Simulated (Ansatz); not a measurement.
A made-up structure of H$_{2}$TeSO, closed shell:

O1  (-0.846, 0.334, 0.588)
S2  (-1.043, -1.113, -0.196)
Te3  (1.174, 1.263, -0.199)
H4  (-1.644, -0.864, -1.390)
H5  (2.183, 0.452, 0.850)
(Å)

It is relaxed with PBE-D4/def2-SVP and then PBE0-D4/def2-TZVP (Ansatz 0.2.0). Atoms count as bonded within 1.22 times the sum of their covalent radii (H–H: 0.88 Å). The end point is not checked to be a true minimum.

(1) Does its bonding change? (Judge from chemistry; the calculation decides.)

Results:

(1) Computed: No: no bond forms or breaks.

Where it ends: The first stage lowers the energy by 0.39 eV in 5 steps. It ends as H₂TeSO ([SH][O][TeH]):
O1  (-0.648, 0.379, 0.420)
S2  (-1.001, -1.134, -0.127)
Te3  (1.034, 1.289, -0.146)
H4  (-1.575, -0.807, -1.305)
H5  (2.016, 0.346, 0.809)
(Å)

Labels in which every atom is bracketed show which atoms are joined, not bond orders.

For scale, one of the runs: PBE0-D4/def2-TZVP relaxation, 130 basis functions, launched by `ansatz run in.yaml --threads 2 --pin off --events-out ev --progress --plain --max-ram 4352MiB`. Hardware: 2 CPU threads of an Arm Neoverse V2, shared host. Wall time about 25 s.
